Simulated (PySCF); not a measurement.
A structure optimised at PBE-D3(BJ)/def2-TZVP, used in a PySCF frequency run:

```
Hf
F 1 1.8833
F 1 1.8833 2 121.77
```

Problem. Write its SMILES, formula and point group.

Solution. [F][Hf][F], F2Hf, C2v

Problem. What are its rotational constants (standard atomic weights)?

Solution. 19.209, 4.9131, 3.9124 GHz
